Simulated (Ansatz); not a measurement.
Cost and result for the atomization energy of Cl2H2S2Si, SMILES `S[Si](S)(Cl)Cl` (7 atoms, 6 bonds).

```json
{"atom": "S1", "x (Å)": "0.961", "y (Å)": "-1.299", "z (Å)": "-1.339"}
{"atom": "Si2", "x (Å)": "0.273", "y (Å)": "-0.118", "z (Å)": "0.267"}
{"atom": "S3", "x (Å)": "-0.567", "y (Å)": "1.658", "z (Å)": "-0.512"}
{"atom": "Cl4", "x (Å)": "-1.117", "y (Å)": "-1.066", "z (Å)": "1.428"}
{"atom": "Cl5", "x (Å)": "1.912", "y (Å)": "0.216", "z (Å)": "1.433"}
{"atom": "H6", "x (Å)": "-0.256", "y (Å)": "-1.359", "z (Å)": "-1.908"}
{"atom": "H7", "x (Å)": "-1.205", "y (Å)": "1.969", "z (Å)": "0.631"}
```

Total charge 0; spin multiplicity 1. The geometry is a stationary point of PBE0-D4/def2-TZVP. It is one conformer, not always the lowest. Program: Ansatz. Hardware: A = 2 threads of an AMD EPYC 7R13 on a shared host; B = 2 threads of an AMD EPYC 7R13 on a shared host and a share of an NVIDIA H100 80 GB. Times are those of one run each, without the atoms' runs, and a repeat can differ threefold. Electronic energies, without spin–orbit coupling; frozen cores. CCSD(T)/CBS extrapolates def2-TZVPP and def2-QZVPP, and its time is that of the two runs behind it. T1 = 0.010. B3LYP takes the VWN-RPA correlation (the form of Gaussian; ORCA's B3LYP/G).

CCSD(T)/CBS is a level of theory with its own doubt, some kJ/mol a heavy atom from the limit and from the frozen cores, so smaller differences don't rank the functionals.

```json
{"level": "PBE-D4/def2-TZVPP (with forces) [A]", "functions": "238", "wall time": "3.8 s"}
{"level": "CCSD(T)/def2-TZVPP [B]", "functions": "238", "wall time": "4.4 s"}
{"level": "PBE0-D4/def2-TZVPP [A]", "functions": "238", "wall time": "6 s"}
{"level": "r2SCAN-D4/def2-TZVPP (with forces) [A]", "functions": "238", "wall time": "7.5 s"}
{"level": "B3LYP-D4/def2-TZVPP (with forces) [A]", "functions": "238", "wall time": "8 s"}
{"level": "B2PLYP/def2-TZVPP [A]", "functions": "238", "wall time": "8.5 s"}
{"level": "ωB97X-V/def2-TZVPP [A]", "functions": "238", "wall time": "12 s"}
{"level": "CCSD(T)/def2-QZVPP [B]", "functions": "410", "wall time": "15 s"}
{"level": "ωB97M-V/def2-TZVPP (with forces) [A]", "functions": "238", "wall time": "18 s"}
{"level": "CCSD(T)/CBS(def2)", "functions": "–", "wall time": "19 s"}
```

**Question.** What atomization energy does each give, and how far from CCSD(T)/CBS? (An estimate is asked.)

**Answer.** Computed: 
```csv
level,atomization (kcal/mol),difference from CCSD(T)/CBS,per bond
PBE-D4/def2-TZVPP (with forces) [A],532.4,5.9,1.0
CCSD(T)/def2-TZVPP [B],502.3,-24.2,-4.0
PBE0-D4/def2-TZVPP [A],524.9,-1.6,-0.3
r2SCAN-D4/def2-TZVPP (with forces) [A],529.2,2.7,0.5
B3LYP-D4/def2-TZVPP (with forces) [A],514.4,-12.1,-2.0
B2PLYP/def2-TZVPP [A],507.9,-18.6,-3.1
ωB97X-V/def2-TZVPP [A],528.9,2.4,0.4
CCSD(T)/def2-QZVPP [B],516.4,-10.1,-1.7
ωB97M-V/def2-TZVPP (with forces) [A],530.0,3.5,0.6
CCSD(T)/CBS(def2),526.5,0.0,0.0
```

The D4 term adds +12.6 kcal/mol with B3LYP and +6.6 kcal/mol with PBE0; it sums over pairs of atoms, weighted by their polarisabilities, and B3LYP, whose exchange is more repulsive, gets the larger term. From PBE to PBE0 (25 % exact exchange), in def2-TZVPP and without D4, the atomization energy moves by −6.4 kcal/mol: exact exchange takes away binding that semilocal exchange gives to molecules. In def2-TZVPP, CCSD(T) changes the Hartree–Fock value by +133.5 kcal/mol (the triples alone add +12.2 kcal/mol) and MP2 by +151.2 kcal/mol; breaking electron pairs costs correlation energy, which Hartree–Fock lacks.
